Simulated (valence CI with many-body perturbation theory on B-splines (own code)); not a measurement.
## Questions on Dy XLV

Method: configuration interaction combined with many-body perturbation theory (CI+MBPT): four valence electrons over a frozen Dirac-Fock core [Ar], a basis of 7 s, 7 p, 8 d, 6 f, 4 g, 1 h functions for each j, with the one-electron correlation potential Σ1, the two-electron term Σ2, the three-electron term Σ3, Breit, model QED; selected CI, second order for the rest, scaled by the run's own slope (own B-spline code, finite nucleus).

The last digits are not significant, and no measured levels were compared; by estimate large intervals hold to a few tenths of a per cent, small ones and those within an open d or f shell to about a per cent. The list stops below the first excitations out of the core. Only levels of the ground parity were solved; by the run's estimate the other parity begins above the list, which can be wrong where configurations are misplaced.

Levels are named by their leading jj configuration (3d3/2^4 stands for four electrons in 3d with j = 3/2), which in mixed levels can hold well under half, so a name can repeat and another be missing.

Rates and lifetimes use the calculated energies. Strong lines usually hold to 10 to 20 %, long lifetimes can be off by a factor of two.

**Question.** What is the ground level?

**Answer.** (3d3/2^4) J=0, composition 59 % 3d⁴ ³P + 29 % 3d⁴ ⁵D + 13 % 3d⁴ ¹S.

**Question.** Name the longest-lived excited levels whose lifetime is computed, and their main decay.

**Answer.** (3d3/2^2 3d5/2^2) J=6 at 87.06 eV lives 12.5 ms, mostly by M1 to (3d3/2^2 3d5/2^2) J=5. The lifetime of (3d3/2^3 3d5/2) J=4 is too uncertain to give, and may be longer.

**Question.** How well does LS coupling describe the low levels?

**Answer.** Among the lowest 20 levels the leading LS term, summed over configurations, holds 47 % on average. For single configurations the figures are 47 % in LS and 94 % in jj coupling. Terms mix most in the J = 3 level at 49.58 eV, where the leading one holds 29 %.

**Question.** What is the ionisation energy?

**Answer.** 3608.2 eV; NIST lists 3607 ± 4 eV (theoretical).
